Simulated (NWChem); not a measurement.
Species: C₂H₃ClF₂Si; SMILES [SiH2](C=C(F)F)Cl

```xyz
9

F     -1.0527    -2.1956     0.0000
C      0.1956    -1.7862     0.0000
F      0.9969    -2.8172     0.0000
C      0.5605    -0.5090     0.0000
Si    -0.6614     0.8921     0.0000
Cl     0.4264     2.6535     0.0000
H      1.6352    -0.3126     0.0000
H     -1.5216     0.8742    -1.2153
H     -1.5216     0.8742     1.2153
```
Atoms are numbered in this order, from 1.

This is a stationary point of PBE0/def2-SVP (NWChem), point group Cs. 

Task: Is it a minimum? If not, what does it relax to?

Result: No. It has an imaginary frequency of 35i cm⁻¹. Following that mode (on a finer grid) lowers the energy by 0.9 kcal/mol and ends, with real frequencies alone, at point group C1:
```xyz
9

F     -0.6546    -1.9621     1.1147
C      0.2690    -1.7225     0.2193
F      1.0319    -2.7748     0.0863
C      0.4082    -0.5840    -0.4558
Si    -0.6848     0.8962    -0.2520
Cl     0.2464     2.3310     0.9228
H      1.2469    -0.5604    -1.1565
H     -0.9300     1.5123    -1.5836
H     -1.9622     0.5168     0.4062
```
